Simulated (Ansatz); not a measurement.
Basis-set extrapolation for C4H6BF, SMILES `C=C=C(F)BC` (PBE0-D4/def2-TZVP geometry, frozen core, Ansatz 0.2.0). Multiplicity 1, RHF reference.

```
                      def2-TZVPP   def2-QZVPP
                 HF  -279.129795  -279.141941
    MP2 correlation    -0.981581    -1.052722
CCSD(T) correlation    -1.067947      not run
```

Energies in hartree. Use E(X) = E(∞) + A·exp(−7.88·√X) for Hartree–Fock and E(X) = E(∞) + B·X^(−2.97) for correlation, with X = 3 and 4, and add CCSD(T) minus MP2 of the smaller set to the MP2 limit.

Problem. What is the CCSD(T) energy at the basis-set limit?

Solution. HF limit: -279.141941 + (-0.012146) × 0.13774 = -279.14361. MP2 limit: -1.052722 + (-0.071141) × 0.74074 = -1.10542. Higher-order term: -1.067947 − (-0.981581) = -0.08637. Total: -280.33540 hartree, 3.75 eV below CCSD(T)/def2-TZVPP.
